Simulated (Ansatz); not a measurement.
`c1coc(-c2ccc(-c3ccc(-c4ccc(-c5ccc(-c6ccc(-c7ccc(-c8ccc(-c9ccc(-c%10ccco%10)o9)o8)o7)o6)o5)o4)o3)o2)c1`, relaxed as a singlet with RKS r2SCAN-D4/def2-SVP in Ansatz, starting from the GFN2-xTB geometry. Force threshold 0.03 eV/Å.

Single mean-field runs in def2-SVP are fitted with def2-universal-jkfit.

Start:

Cartesian coordinates in Å:
```
C 0.458 1.561 13.919
C 0.688 0.909 12.744
O 0.226 1.620 11.706
C -0.317 2.752 12.205
C -0.893 3.712 11.310
C -1.498 4.925 11.563
C -1.878 5.443 10.316
C -1.483 4.515 9.374
C -1.620 4.534 7.951
C -2.186 5.487 7.130
C -2.056 5.006 5.820
C -1.418 3.787 5.916
C -1.034 2.867 4.893
C -0.398 1.645 4.958
C -0.283 1.192 3.635
C -0.855 2.161 2.839
C -1.022 2.240 1.422
C -1.599 3.222 0.645
C -1.496 2.786 -0.683
C -0.861 1.563 -0.641
C -0.500 0.677 -1.702
C 0.131 -0.548 -1.694
C 0.220 -0.956 -3.034
C -0.362 0.045 -3.783
C -0.556 0.175 -5.192
C -1.141 1.187 -5.925
C -1.062 0.796 -7.268
C -0.432 -0.433 -7.278
C -0.100 -1.273 -8.386
C -0.326 -1.069 -9.732
C 0.192 -2.190 -10.393
C 0.705 -3.016 -9.412
C 1.343 -4.286 -9.562
C 1.600 -4.990 -10.720
C 2.243 -6.173 -10.330
C 2.342 -6.122 -8.956
C 2.909 -7.064 -8.037
C 3.022 -7.043 -6.667
C 3.673 -8.244 -6.311
C 3.907 -8.906 -7.477
O 3.450 -8.204 -8.527
O 1.796 -4.977 -8.491
O 0.526 -2.455 -8.197
O -0.127 -0.806 -6.015
O -0.799 1.038 -2.973
O -0.572 1.230 0.640
O -1.312 3.180 3.605
O -1.154 3.502 7.210
O -0.887 3.468 9.982
C -0.196 2.763 13.575
H 0.719 1.227 14.902
H 1.155 -0.031 12.524
H -1.646 5.375 12.522
H -2.375 6.370 10.123
H -2.634 6.407 7.441
H -2.380 5.475 4.915
H -0.065 1.154 5.848
H 0.157 0.279 3.291
H -2.037 4.131 1.003
H -1.834 3.287 -1.567
H 0.478 -1.073 -0.828
H 0.650 -1.858 -3.417
H -1.565 2.084 -5.527
H -1.416 1.338 -8.120
H -0.804 -0.219 -10.174
H 0.194 -2.376 -11.446
H 1.353 -4.685 -11.715
H 2.592 -6.964 -10.960
H 2.682 -6.265 -6.016
H 3.930 -8.570 -5.324
H 4.373 -9.849 -7.686
H -0.533 3.529 14.241
```

(1) Estimate the energy that the relaxation releases and the steps that it takes.

(2) Does the start keep its bonding and symmetry?

(3) Predict the relaxed structure.

## Answers

(1) 40.8 kJ/mol, in 19 steps; 2.7 min on 4 threads of AMD EPYC 7R13 on a shared host and a share (37 GiB) of an NVIDIA H100 80GB HBM3. No frequencies were taken in this run, so the end may be a saddle point.

(2) By distances, no bond broke or formed. The bond that changes most is C34–H67, from 1.07 to 1.09 Å (atoms count from 1). Point group Cs at the start, Cs at the end, both within 0.05 Å.

(3) 
```xyz
72

C     0.854    0.634   13.047
C     0.957    0.200   11.752
O     0.414    1.108   10.903
C    -0.052    2.143   11.656
C    -0.677    3.236   10.972
C    -1.245    4.416   11.419
C    -1.703    5.103   10.268
C    -1.387    4.301    9.184
C    -1.592    4.452    7.777
C    -2.176    5.453    7.017
C    -2.084    5.038    5.666
C    -1.449    3.808    5.680
C    -1.070    2.894    4.654
C    -0.435    1.665    4.674
C    -0.341    1.243    3.324
C    -0.923    2.240    2.561
C    -1.132    2.401    1.160
C    -1.715    3.402    0.402
C    -1.623    2.985   -0.949
C    -0.988    1.755   -0.936
C    -0.612    0.845   -1.966
C     0.022   -0.385   -1.958
C     0.113   -0.798   -3.311
C    -0.472    0.205   -4.064
C    -0.682    0.368   -5.464
C    -1.264    1.365   -6.227
C    -1.167    0.942   -7.575
C    -0.532   -0.289   -7.557
C    -0.156   -1.201   -8.590
C    -0.296   -1.168   -9.969
C     0.277   -2.366  -10.458
C     0.735   -3.063   -9.350
C     1.396   -4.321   -9.204
C     1.808   -5.278  -10.116
C     2.409   -6.319   -9.364
C     2.330   -5.934   -8.039
C     2.752   -6.541   -6.815
C     2.668   -6.150   -5.494
C     3.275   -7.196   -4.737
C     3.680   -8.142   -5.641
O     3.367   -7.753   -6.905
O     1.715   -4.723   -7.941
O     0.470   -2.352   -8.219
O    -0.238   -0.636   -6.272
O    -0.913    1.205   -3.248
O    -0.689    1.399    0.347
O    -1.367    3.245    3.370
O    -1.151    3.454    6.962
O    -0.764    3.169    9.615
C     0.195    1.897   12.993
H     1.205    0.110   13.935
H     1.374   -0.690   11.287
H    -1.319    4.742   12.455
H    -2.205    6.068   10.230
H    -2.616    6.373    7.398
H    -2.434    5.563    4.780
H    -0.087    1.147    5.566
H     0.098    0.325    2.939
H    -2.151    4.319    0.792
H    -1.973    3.508   -1.836
H     0.372   -0.911   -1.073
H     0.549   -1.712   -3.707
H    -1.703    2.284   -5.845
H    -1.518    1.470   -8.460
H    -0.758   -0.372  -10.550
H     0.350   -2.688  -11.495
H     1.686   -5.229  -11.197
H     2.850   -7.242   -9.733
H     2.224   -5.224   -5.132
H     3.397   -7.243   -3.656
H     4.182   -9.102   -5.553
H    -0.064    2.546   13.826
```
Bond lengths: 39 × C–C 1.37 to 1.43 Å; 20 × C–O 1.36 Å; 22 × C–H 1.09 Å.
